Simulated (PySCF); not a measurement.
C4H6GeS.
Structure used (PBE0-D3(BJ)/def2-SVP), in Å, numbered top down from 1:
```
atom  x, y, z in Å
Ge1    2.2513   -0.1451   -0.2290
C2     0.3175   -0.0656   -0.1873
C3    -0.4820    0.3306    0.8634
C4    -1.8729    0.2480    0.5775
C5    -2.1173   -0.2105   -0.6912
S6    -0.6580   -0.5369   -1.5297
H7     2.7700    0.3711   -1.5818
H8     2.7447   -1.5895   -0.0274
H9     2.7748    0.7399    0.9140
H10   -0.0799    0.6759    1.8180
H11   -2.6614    0.5204    1.2805
H12   -3.0802   -0.3667   -1.1766
```

Method: PySCF, TDDFT CAM-B3LYP/def2-SVPD, vertical, gas phase, core orbitals frozen in the response. Relativistic effects, spin–orbit coupling among them, are left out although an element past zinc is present.

Ground-to-excited transition dipoles (e·a0, same axes as the geometry; the sign carries no meaning), for the states with f of 0.002 or more among the lowest 6:

```tsv
state	E (hartree)	μx	μy	μz
S1	0.2053	1.081	0.043	0.272
S2	0.2122	-0.414	0.244	0.642
S5	0.2417	-0.012	0.184	-0.037
S6	0.2550	-0.070	-0.033	0.177
```

(1) Work out the oscillator strengths.

(2) Which bond between heavy atoms lies closest to the direction of the S1 transition dipole?

(3) What angle do the transition dipoles of S1 and S2 make?

(4) How is the summed strength of these states shared among x, y and z?

(5) What peak molar absorption coefficient would the strongest computed level give as a lone Gaussian band 0.4 eV wide at half height?

## Answers

(1) f = (2/3) ΔE |μ|² with ΔE in hartree (27.2114 eV).

| state | \|μ\|² (au) | \|μ\| (D) | f |
| --- | --- | --- | --- |
| S1 | 1.244 | 2.83 | 0.170 |
| S2 | 0.644 | 2.04 | 0.091 |
| S5 | 0.036 | 0.48 | 0.006 |
| S6 | 0.037 | 0.49 | 0.006 |

(2) C3–C4, at 3° from it; next Ge1–C2 at 16°.

(3) |cos θ| = |μa·μb| / (|μa| |μb|) = 0.29, so θ ≈ 73° (taken between 0 and 90°, since the signs are arbitrary).

(4) (2/3) Σ ΔE μα² gives 0.185 for x, 0.014 for y and 0.074 for z, 0.273 in all.

(5) ε(max) = 2.175×10⁸ f / FWHM, with the width in cm⁻¹. S1: 2.175×10⁸ × 0.1702 / 3226 ≈ 11000 L mol⁻¹ cm⁻¹.

Time: 68 s of wall time (grids of density and orbitals included); peak memory 0.91 GiB. Hardware: one thread, Intel Xeon at 2.70 GHz (x86_64), on a shared host.
